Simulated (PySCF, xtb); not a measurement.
Li(OH) (HLiO), SMILES [Li][OH].

GFN2-xTB run with xtb at its own geometry gives an orbital gap of 4.12 eV and a dipole moment of 3.65 D.

The structure is a stationary point at B3LYP-D3(BJ)/def2-TZVPD. The isomer is the one that the SMILES or the coordinates give; other isomers of the formula were not compared.

Q: What does HF/def2-TZVPD run with PySCF give? (An estimate is asked for; the answer gives what the named calculation found.)

A: gap 10.38 eV (levels -10.30 and 0.08 eV), dipole 4.70 D.
